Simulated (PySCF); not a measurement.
Si(H)3(Cl) cation (ClH3Si), SMILES Cl[SiH3] (connectivity only; charge and spin as stated), charge +1, multiplicity 2.

Geometry optimised at ωB97X-D3(BJ)/def2-TZVP. The spin state was assumed, not searched. The isomer is the one that the SMILES or the coordinates give; other isomers of the formula were not compared.

Two levels are set side by side: PBE/def2-TZVPD (PySCF) and ωB97X/def2-TZVPD (PySCF). Same geometry, gas phase. Differences are taken from unrounded values.

| quantity | PBE |
|---|---|
| α-spin orbital gap (eV) | 6.54 |
| β-spin orbital gap (eV) | 1.75 |
| mean polarisability (bohr³) | 40.4 |

Task: These are the PBE values. What does ωB97X give? (An estimate is asked for; the answer gives what the named calculation found.)

Result: 
| quantity | ωB97X | PBE minus ωB97X |
|---|---|---|
| α-spin orbital gap (eV) | 13.43 | -6.88 |
| β-spin orbital gap (eV) | 8.25 | -6.50 |
| mean polarisability (bohr³) | 38.2 | 2.2 |

PBE's more diffuse valence density responds more strongly to a field. Differences between two approximate levels are no errors against the true value.

Rough cost on one machine, each run with all the roots and properties that it gave: ωB97X against PBE within a factor of 2.
